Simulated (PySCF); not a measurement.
CHO₂, SMILES [O]C=O (connectivity only; charge and spin as stated), charge -1, multiplicity 1. Geometry optimised at PBE0-D3(BJ)/def2-TZVPD. The multiplicity is an assumed one; other spin states were not compared. The isomer is the one that the SMILES or the coordinates give; other isomers of the formula were not compared.

These are PBE0-D3(BJ)/def2-TZVPD (PySCF) values and carry that method's errors.

Harmonic wavenumbers (cm⁻¹): 753, 1052, 1368, 1369, 1698, 2592. Rotational constants (GHz): 108.7, 12.35, 11.09; symmetry number 2.

Q: Work out the zero-point energy and the ideal-gas rigid-rotor harmonic-oscillator thermochemistry at 298.15 K and 1 atm.

A: ZPE = ½ Σ hcν = ½ × 8832 cm⁻¹ = 52.83 kJ/mol. H − E(el) = 63.12 kJ/mol. Entropy in J/(mol K): translation 156.23, rotation 80.46, vibration 1.55, total 238.24. G − E(el) = -7.91 kJ/mol. Cp = 38.82 J/(mol K).
